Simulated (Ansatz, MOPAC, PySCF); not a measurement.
Noncovalent pair: H2O (SMILES O) (first 3 atoms) with CH3F (SMILES CF); geometry from B3LYP-D3(BJ)/def2-TZVP, rigid monomers moved along the line of their centres of mass till H3···F5 is 2.80 Å.
(charge 0, multiplicity 1):
```xyz
8

O     -0.121    -0.063     0.583
H      0.008     0.637    -0.064
H     -0.480     0.372     1.367
C      0.482    -0.246     4.606
F     -0.454     0.693     4.147
H     -0.050    -0.999     5.187
H      0.964    -0.695     3.739
H      1.208     0.276     5.229
```

Monomers are frozen at their geometry in the pair; levels with a basis set take the counterpoise correction. Rows marked so take none.

Cores are frozen in the correlated methods. CBS: X⁻³ extrapolation of the correlation energy, Hartree–Fock from the larger set. Rows in 3-21G, 6-31G*, STO-3G carry no dispersion term and start afresh at each structure (6-31G* with six Cartesian d functions). MP2/6-31G* freezes PySCF's default core. The state reached by PM7 isn't checked; PM7 holds dispersion and hydrogen-bond terms.

Codes used: Ansatz (Gaussian basis) for Hartree–Fock, density functionals and correlated methods; MOPAC for PM7 (differences of heats of formation); PySCF for 3-21G rows, 6-31G* rows, STO-3G rows, the dispersion terms. 

Other levels give for the interaction energy: PBE/def2-TZVPPD -7.9; B3LYP/def2-TZVPPD -6.8; B3LYP-D3(BJ)/def2-TZVPPD -8.7; wB97M-V/def2-TZVPPD -8.7; MP2/CBS(aug-cc-pVDZ, aug-cc-pVTZ) + ΔCCSD(T)/aug-cc-pVDZ -8.9 kJ/mol.

Common cheap choices:

| level | interaction energy (kJ/mol) | less -8.9 (MP2/CBS(aug-cc-pVDZ, aug-cc-pVTZ) + ΔCCSD(T)/aug-cc-pVDZ) |
|---|---|---|
| PM7 | -5.3 | 3.6 |
| HF/STO-3G (no counterpoise) | -3.4 | 5.5 |
| HF/3-21G (no counterpoise) | -12.8 | -3.8 |
| HF/6-31G* (no counterpoise) | -11.4 | -2.4 |
| BP86/6-31G* (no counterpoise) | -10.6 | -1.6 |
| B3LYP/3-21G (no counterpoise) | -13.0 | -4.0 |
| MP2/6-31G* | -8.1 | 0.8 |
| MP2/6-31G* (no counterpoise) | -13.0 | -4.1 |

Ansatz is a program for electronic structure.
